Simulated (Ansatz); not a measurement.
`Cl[Si](Cl)(Cl)[SeH]` + CH₃OH → `CO[Si](Cl)(Cl)[SeH]` + HCl  (ligand exchange at the Si–Cl bond)

Isolated molecules relaxed with PBE0-D4/def2-TZVP in Ansatz; ΔE leaves out vibrations. CBS: MP2 limit from def2 TZ/QZ plus the TZ coupled-cluster correction, frozen cores. This one scheme is used for every species. Functionals use def2-TZVPP. B3LYP here is the variant with VWN-RPA as its local correlation; programs differ in this. For Se outer-core shells are correlated without core-valence functions, which leaves a few kJ/mol of doubt a bond. Scalar relativity is left out up to krypton. Each species was taken in one conformer, which may not be the lowest.

(1) Is it downhill or uphill in electronic energy at CCSD(T)/CBS, and by how much? (Estimate.)

(2) What do these levels give: PBE-D4, B3LYP-D4, B2PLYP, r2SCAN, MP2/def2-TZVPP, CCSD/def2-TZVPP? (Estimate.)

Largest T1 diagnostic among the species: 0.010.

## Answers

(1) Computed: Downhill: ΔE = -19.5 kJ/mol.

(2) Ansatz gave: PBE-D4 -9.4, B3LYP-D4 -20.0, B2PLYP -19.2, r2SCAN -15.9, MP2/def2-TZVPP -19.9, CCSD/def2-TZVPP -24.9 kJ/mol.

The D4 term adds −3.5 kJ/mol with B3LYP and −2.4 kJ/mol with PBE0; it sums over pairs of atoms, weighted by their polarisabilities, and B3LYP, whose exchange is more repulsive, gets the larger term.
